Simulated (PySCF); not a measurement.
## Dipole moment and polarisability of `CC(=S)[SiH2]B(F)F`

Species: C2H5BF2SSi.
Cartesian coordinates in Å at the PBE0-D3(BJ)/def2-SVP level; atoms count from 1:
```xyz
12
C2H5BF2SSi angstrom
C      1.6579    0.3717   -0.6061
C      0.7128   -0.7751   -0.4469
S      0.7354   -2.0899   -1.4050
Si    -0.6292   -0.6351    0.8976
B     -1.9929    0.7070    0.2014
F     -3.2841    0.4718    0.0941
F     -1.5839    1.8998   -0.1949
H      2.3363    0.2187   -1.4572
H      1.0935    1.3105   -0.7448
H      2.2488    0.5050    0.3170
H     -1.2278   -1.9633    1.1934
H     -0.0224   -0.0484    2.1387
```

Level: CAM-B3LYP/def2-SVPD (PySCF), static field, nuclei fixed, core orbitals frozen in the response. The polarisability tensor in these axes (au):

```
x   85.80 -2.32 -9.97
y   -2.32 93.30 12.88
z   -9.97 12.88 84.67
```

Task: Diagonalise the tensor; give its mean and Δα, where Δα² is half the sum of the squared differences of the eigenvalues.

Result: Principal values 71.68, 86.31 and 105.78 au; mean 87.92 au = 13.03 Å³ = 14.50 × 10⁻⁴⁰ C²·m²/J; Δα = 29.63 au (34 % of the mean).

Task: What is the dipole moment, and where does it point?

Result: (0.98, 1.18, 1.43) D, 2.10 D in size, pointing from the negative to the positive side. Measured along this direction, the outermost atoms are S3 at the negative end and H10 at the positive end.

Task: Orientational against electronic polarisability at 298 K (dilute gas, rigid molecules)?

Result: In Gaussian units μ²/3kT = 35.60 Å³ against 13.03 Å³, a ratio of 2.73; the Debye molar polarisation (4π/3)N_A(α + μ²/3kT) is 122.7 cm³/mol, leaving out the vibrational part.

Task: What are the principal values of the traceless quadrupole moment, Θ = ½Σq(3rr − r²1), about the centre of nuclear charge?

Result: -7.90, 3.55, 4.35 D·Å. The values depend on the origin, since the dipole doesn't vanish. The electronic extent ⟨r²⟩ about the same centre is 1349 bohr², a root-mean-square distance of 2.32 Å for the 70 electrons.

Task: Find the Langevin capture rate constant for H3+ (3.023 u) meeting this molecule (137.994 u), k = 2.342 × 10⁻⁹ cm³/s × √(α in Å³ / reduced mass in u).

Result: The reduced mass is 2.96 u, so k = 4.91 × 10⁻⁹ cm³/s. The formula leaves out the permanent dipole, which adds to the capture rate.

Task: Estimate the molar refractivity from the static electronic polarisability.

Result: Lorentz–Lorenz: R = (4π/3)N_A α = 2.5225 cm³/(mol·Å³) × 13.03 Å³ = 32.9 cm³/mol, in the limit of long wavelengths.

Task: Along which axes do the principal values lie, and how far do the nuclei extend along each?

Result: Largest value along (-0.38, 0.70, 0.61), where the nuclei span 4.40 Å; middle along (0.79, 0.59, -0.18), 4.57 Å; least along (0.48, -0.41, 0.78), 3.36 Å. The strongest response doesn't lie along the longest of the three spans.

One conformer (not necessarily the lowest) at the PBE0-D3(BJ)/def2-SVP geometry, without solvent, vibrations or thermal averaging.
